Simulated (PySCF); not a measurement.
FH6NOSi2, SMILES [SiH2](O[SiH2]N)F. Atoms are numbered in the order given.

```xyz
11

Si     1.2941    -0.7711     0.7388
F      2.5852     0.0982     0.2866
O     -0.0051    -0.3311    -0.1507
Si    -1.1938     0.8167    -0.4224
N     -2.7181     0.1564    -0.8354
H      1.0672    -0.4874     2.1815
H      1.5990    -2.1983     0.4747
H     -0.7370     1.6558    -1.5611
H     -1.3562     1.5925     0.8404
H     -2.8787    -0.2376    -1.7552
H     -3.2990    -0.2929    -0.1371
```
Charge 0, spin multiplicity 1.

Geometry optimised at PBE0-D3(BJ)/def2-SVP. This is a generated structure with no PubChem entry under its InChIKey; it may be hypothetical. Other conformers were not sampled.

All values below come from PBE0/pcSseg-1 (PySCF).

GIAO shieldings, no solvent; atoms listed in one row are averaged. δ = σ(ref) − σ: ²⁹Si against TMS (σ = 352.7 ppm); ¹⁹F against CFCl3 (σ = 167.2 ppm); ¹⁷O against H2O (σ = 334.2 ppm); ¹⁵N against NH3 (σ = 267.4 ppm); ¹H against TMS (σ = 31.56 ppm), references at their B3LYP-D3(BJ)/def2-TZVP geometries, non-relativistic.

Computed chemical shifts:
| nucleus | atoms | count | δ (ppm) |
|---|---|---|---|
| ²⁹Si | Si1 | 1 | -31.7 |
| ²⁹Si | Si4 | 1 | -38.2 |
| ¹⁹F | F2 | 1 | -165.4 |
| ¹⁷O | O3 | 1 | 106.3 |
| ¹⁵N | N5 | 1 | 38.3 |
| ¹H | H6 | 1 | 5.28 |
| ¹H | H7 | 1 | 5.17 |
| ¹H | H8, H9 | 2 | 5.10 |
| ¹H | H10 | 1 | 1.65 |
| ¹H | H11 | 1 | 1.53 |
